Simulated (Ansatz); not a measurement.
Reactions of Br₂ClHSn (`[Cl][SnH]([Br])[Br]`).

Calculated with Ansatz (gas phase, PBE0-D4/def2-TZVP geometries, no zero-point term in ΔE). CCSD(T)/CBS adds triple-zeta CCSD(T) − MP2 to the extrapolated MP2 energy (def2 sets, frozen cores). This one scheme is used for every species, atoms too. For atomizations the MP2-based limit and the directly extrapolated one differ by several kJ/mol either way, and by 10 to 25 for some Ge, Se and Sn compounds, so smaller differences from it don't rank the levels. No spin–orbit coupling; open shells (•) take unrestricted orbitals. Spin–orbit coupling would lower the free atoms: a little for Cl; clearly for Br; strongly for Sn. Elements past krypton have def2 core potentials. For Br, Sn outer-core shells are correlated without core-valence functions, so the limit isn't a true one: a few kJ/mol of doubt a bond, and 10 to 20 or more in all where bonds break to atoms. Scalar relativity is left out up to krypton. Each species was taken in one conformer, which may not be the lowest.

Problem. Order these by ΔE at CCSD(T)/CBS, lowest first. (Best estimate.)
A. `[Cl][SnH]([Br])[Br]` → `[Br][Sn][Br]` + HCl
B. `[Cl][SnH]([Br])[Br]` + H₂O → `[OH][SnH]([Cl])[Br]` + HBr
C. `[Cl][SnH]([Br])[Br]` + H₂O → `[OH][SnH]([Br])[Br]` + HCl
D. `[Cl][SnH]([Br])[Br]` → Cl• + `[Br][SnH][Br]`•
E. `[Cl][SnH]([Br])[Br]` + H₂ → `[Cl][SnH2][Br]` + HBr
F. `[Cl][SnH]([Br])[Br]` → 2 Br• + Cl• + H• + Sn•
G. `[Cl][SnH]([Br])[Br]` + HCl → `[Cl][SnH]([Cl])[Br]` + HBr
H. `[Cl][SnH]([Br])[Br]` + HBr → `[Br][SnH]([Br])[Br]` + HCl

Solution. H (-3.9 kcal/mol), G (+3.9 kcal/mol), A (+11.4 kcal/mol), C (+14.7 kcal/mol), B (+18.5 kcal/mol), E (+20.4 kcal/mol), D (+91.2 kcal/mol), F (+292.3 kcal/mol).

Largest T1 diagnostic: 0.012, for `[Br][SnH][Br]`•.
